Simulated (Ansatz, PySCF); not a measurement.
SeF4, SMILES [Se](F)(F)(F)F.

Coordinates come from a PBE0-D3(BJ)/def2-SVP optimisation. The geometry has at least one imaginary mode, so it is a saddle point at that level. The isomer is the one that the SMILES or the coordinates give; other isomers of the formula were not compared.

Vertical ionisation energy (IE) and electron affinity (EA) in eV. Rows of orbital energies are one-electron estimates. Where ΔSCF, EOM or ADC give a negative EA the extra electron is unbound and the value depends on the basis.

| level | IE | EA |
|---|---|---|
| −ε(HOMO), −ε(LUMO), r2SCAN/def2-TZVP (PySCF) | 9.61 | 3.35 |
| −ε(HOMO), −ε(LUMO), PBE/def2-TZVP (PySCF) | 9.19 | 3.49 |
| ΔSCF, CAM-B3LYP/def2-SVPD (Ansatz), final states of multiplicity 2 and 2 | (withheld) | (withheld) |
| ΔSCF, PBE/def2-SVPD (Ansatz), final states of multiplicity 2 and 2 | 13.06 | 0.38 |

Q: Complete the blanks. (An estimate is asked for; the answer gives what the named calculation found.)

A: 
- ΔSCF, CAM-B3LYP/def2-SVPD (Ansatz, an electronic-structure program), final states of multiplicity 2 and 2, IE: 13.85
- ΔSCF, CAM-B3LYP/def2-SVPD (Ansatz), final states of multiplicity 2 and 2, EA: 0.60

Q: What vertical singlet–triplet gap does ΔSCF give with CAM-B3LYP/def2-SVPD (Ansatz) and with PBE/def2-SVPD (Ansatz)? (Estimate from the structure and the level; the computed values follow.)

A: 6.10 and 5.72 eV (triplet above singlet where positive).
